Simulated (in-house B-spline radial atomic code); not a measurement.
**RPBE excitations of the chlorine ion Cl¹³⁺**

Method: RPBE. Computed with an all-electron radial atomic-structure program (B-spline basis): linear response of the closed shell [He] 2s2 with the functional's adiabatic kernel; non-relativistic, point nucleus, no spin-orbit coupling, no double excitations, S, P, D and F terms only.

Command:
```bash
python run_td.py task.json out
```
Settings (radii: box in bohr, nucleus in fm):
```
Z                        17
electrons                4
configuration            [He] 2s2
hamiltonian              nr
method                   rpbe,pbe
box_radius               7.96
intervals                48
```

Cost of the run: 0.1 s on 1 thread of Arm Neoverse N1 (shared host).

The lowest states, in the order of their Tamm-Dancoff energies; the method's threshold (minus the highest occupied level) is 720.26 eV. Labels give the largest channel, * marks a mixed state, and oscillator strengths are full-response dipole values. Semilocal kernels can invert the small singlet-triplet splittings of Rydberg terms. Energies in eV:

```csv
state,full response,Tamm-Dancoff,oscillator strength
2s → 2p 3P,20.661,23.690,-
2s → 2p 1P,46.66,48.60,0.205
2s → 3s 3S,421.16,421.18,-
2s → 3s 1S,?,?,-
2s → 3p 3P,431.61,431.64,-
2s → 3p 1P,433.39,433.40,0.652
2s → 3d 3D,436.97,437.06,-
2s → 3d 1D,441.91,441.92,-
2s → 4s 3S,?,?,-
2s → 4s 1S,562.11,562.12,-
```

Problem. Where does 2s → 4s 3S lie?

Solution. At 560.49 eV in full response, 560.50 eV in Tamm-Dancoff.

Problem. Where does 2s → 3s 1S lie?

Solution. At 426.59 eV in full response, 426.64 eV in Tamm-Dancoff.

Problem. How large is the singlet-triplet splitting of 2s → 2p (P terms) in Tamm-Dancoff?

Solution. 24.9 eV, from the unrounded values.

Problem. What polarisabilities and dispersion coefficient does the method give?

Solution. Dipole 0.07351 bohr³, quadrupole 0.002474 bohr⁵, C6 0.007716 hartree·bohr⁶ for two such species.
